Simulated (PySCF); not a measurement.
SCF from a fresh guess for triplet ZrH2, at the PBE0 minimum. PySCF input:

```python
from pyscf import gto, scf, dft
mol = gto.M(atom='''
Zr     0.000000     0.000000    -0.020722
H      1.601986    -0.000000     0.924290
H     -1.601986     0.000000     0.924290''',
    basis={'Zr': 'def2-TZVP', 'H': 'def2-TZVP'},
    ecp={'Zr': 'def2-TZVP'},
    charge=0, spin=2)
mf = dft.UKS(mol, xc='PBE0')
mf.grids.atom_grid = (50, 194)
aux = {'Zr': 'def2-universal-JKFIT', 'H': 'def2-universal-JKFIT'}
mf = mf.density_fit(auxbasis=aux)
mf.conv_tol = 1e-08
mf.diis_space = 10
mf.max_cycle = 60
mf.init_guess = 'minao'
mf.verbose = 4
mf.kernel()
```

Excerpt of the output (cycles alone):

```
init E= -42.5014925932815
cycle= 1 E= -47.685047873453  delta_E= -5.18  |g|= 0.788  |ddm|= 2.92
cycle= 2 E= -47.3145702768941  delta_E= 0.37  |g|= 0.898  |ddm|=  2.6
cycle= 3 E= -48.0504509361093  delta_E= -0.736  |g|= 0.17  |ddm|= 2.25
cycle= 4 E= -48.0769931525359  delta_E= -0.0265  |g|= 0.0354  |ddm|= 0.291
cycle= 5 E= -48.0775830846126  delta_E= -0.00059  |g|= 0.0195  |ddm|= 0.0439
cycle= 6 E= -48.0778540858191  delta_E= -0.000271  |g|= 0.00748  |ddm|= 0.0306
cycle= 7 E= -48.0779590510327  delta_E= -0.000105  |g|= 0.00253  |ddm|= 0.0288
cycle= 8 E= -48.0780239715929  delta_E= -6.49e-05  |g|= 0.0021  |ddm|= 0.0238
cycle= 9 E= -48.0780568186964  delta_E= -3.28e-05  |g|= 0.00218  |ddm|= 0.0119
cycle= 10 E= -48.0780657539669  delta_E= -8.94e-06  |g|= 0.00219  |ddm|= 0.00319
cycle= 11 E= -48.0769777865422  delta_E= 0.00109  |g|= 0.021  |ddm|= 0.397
cycle= 12 E= -48.0770446028089  delta_E= -6.68e-05  |g|= 0.019  |ddm|= 0.0202
cycle= 13 E= -48.0771591963472  delta_E= -0.000115  |g|= 0.0153  |ddm|= 0.0335
cycle= 14 E= -48.0772779248692  delta_E= -0.000119  |g|= 0.0109  |ddm|= 0.035
cycle= 15 E= -48.0772880060352  delta_E= -1.01e-05  |g|= 0.00207  |ddm|= 0.073
cycle= 16 E= -48.0772563201498  delta_E= 3.17e-05  |g|= 0.00396  |ddm|= 0.0721
cycle= 17 E= -48.0772633720732  delta_E= -7.05e-06  |g|= 0.00245  |ddm|= 0.00477
cycle= 18 E= -48.077267772763  delta_E= -4.4e-06  |g|= 6.98e-05  |ddm|= 0.00836
cycle= 19 E= -48.0772677375816  delta_E= 3.52e-08  |g|= 0.000184  |ddm|= 0.00202
cycle= 20 E= -48.0772677602767  delta_E= -2.27e-08  |g|= 3.8e-05  |ddm|= 0.00032
cycle= 21 E= -48.0772677608641  delta_E= -5.87e-10  |g|= 2.21e-06  |ddm|= 0.000252
Extra cycle  E= -48.0772677608738  delta_E= -9.71e-12  |g|= 1.75e-06  |ddm|= 7.54e-06
converged SCF energy = -48.0772677608738  <S^2> = 2.0108649  2S+1 = 3.0072346
```

This is not the lowest solution: another start and a stability analysis within the same unrestricted form found one 59.9 kJ/mol lower, at -48.10010 Eh.

With open d or f shells other occupations or spin states may lie lower.

The search for the lowest solution, 3 starts and the stability check together, took 5.7 s on 2 threads of a shared AMD EPYC 7R43 64-Core (Zen 3) host, with 52 basis functions; the process peaked at 0.33 GiB.
